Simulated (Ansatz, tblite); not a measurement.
Removing and adding an electron: `c1ccc(-c2ccc(-c3ccc(-c4ccc(-c5ccc(-c6ccc(-c7ccccc7)cc6)cc5)cc4)cc3)cc2)cc1`. Charge 0, multiplicity 1. Geometry: PBE-D4/def2-SVP. Ansatz, gas phase; energy differences of separate SCF runs; the oxidised species was run as a doublet alone; the reduced species was run as a doublet alone.

```xyz
72

C     9.627   -7.464    7.764
C     9.510   -6.074    7.929
C     8.576   -5.350    7.176
C     7.737   -5.998    6.239
C     6.749   -5.232    5.443
C     6.447   -5.589    4.108
C     5.517   -4.865    3.356
C     4.839   -3.751    3.903
C     3.852   -2.986    3.107
C     4.012   -2.807    1.714
C     3.082   -2.084    0.964
C     1.941   -1.504    1.566
C     0.955   -0.739    0.770
C     0.710   -1.045   -0.589
C    -0.219   -0.321   -1.341
C    -0.956    0.742   -0.771
C    -1.943    1.507   -1.566
C    -3.132    1.999   -0.982
C    -4.065    2.718   -1.734
C    -3.851    2.986   -3.106
C    -4.838    3.751   -3.902
C    -6.226    3.631   -3.661
C    -7.158    4.352   -4.413
C    -6.748    5.231   -5.442
C    -7.736    5.997   -6.240
C    -7.502    6.289   -7.604
C    -8.436    7.013   -8.357
C    -9.627    7.462   -7.765
C    -9.876    7.180   -6.412
C    -8.941    6.457   -5.659
C    -5.360    5.351   -5.682
C    -4.428    4.629   -4.932
C    -2.660    2.497   -3.689
C    -1.730    1.772   -2.939
C    -0.715    1.046    0.589
C     0.218    0.326    1.339
C     1.781   -1.685    2.959
C     2.713   -2.406    3.711
C     5.139   -3.396    5.238
C     6.072   -4.117    5.989
C     7.868   -7.398    6.085
C     8.801   -8.122    6.838
H    10.361   -8.032    8.355
H    10.160   -5.545    8.644
H     8.514   -4.257    7.293
H     6.967   -6.441    3.644
H     5.296   -5.182    2.325
H     4.906   -3.213    1.216
H     3.264   -1.932   -0.111
H     1.234   -1.892   -1.056
H    -0.408   -0.610   -2.386
H    -3.338    1.796    0.080
H    -4.974    3.099   -1.244
H    -6.583    2.929   -2.893
H    -8.231    4.203   -4.225
H    -6.585    5.918   -8.088
H    -8.234    7.219   -9.420
H   -10.361    8.030   -8.357
H   -10.802    7.535   -5.934
H    -9.135    6.267   -4.591
H    -5.002    6.055   -6.449
H    -3.354    4.776   -5.121
H    -2.469    2.673   -4.759
H    -0.806    1.418   -3.421
H    -1.243    1.892    1.055
H     0.408    0.620    2.382
H     0.887   -1.284    3.459
H     2.535   -2.556    4.787
H     4.644   -2.523    5.691
H     6.269   -3.820    7.031
H     7.206   -7.930    5.384
H     8.876   -9.213    6.708
```

The xTB rows come from tblite. Single mean-field runs in def2-SVP are fitted with def2-universal-jkfit.

| level | −HOMO (eV) | vertical IE (eV) | −LUMO (eV) | vertical EA (eV) | HOMO–LUMO gap (eV) | IE − EA (eV) |
| --- | --- | --- | --- | --- | --- | --- |
| GFN2-xTB | 9.93 | 11.20 | 7.34 | 6.07 | 2.60 | 5.13 |
| PBE0-D4/def2-SVP | 5.90 | 6.82 | 1.75 | 0.93 | 4.15 | 5.88 |

Q: Estimate the rows for GFN1-xTB, PBE-D4/def2-SVP.

A: 
```csv
level,−HOMO (eV),vertical IE (eV),−LUMO (eV),vertical EA (eV),HOMO–LUMO gap (eV),IE − EA (eV)
GFN1-xTB,10.96,12.20,8.39,7.13,2.57,5.07
PBE-D4/def2-SVP,5.09,6.38,2.42,1.26,2.67,5.12
```

Run but left out: PBE-QIDH/def2-SVP (charge +1 doublet: ⟨S²⟩ 1.06, where a pure state has 0.75); PBE-QIDH/def2-SVP (charge -1 doublet: ⟨S²⟩ 0.99, where a pure state has 0.75).   Raw xTB energy differences between charge states are shifted by several eV; the methods need an empirical correction for them. Sets without diffuse functions give affinities that are too small.
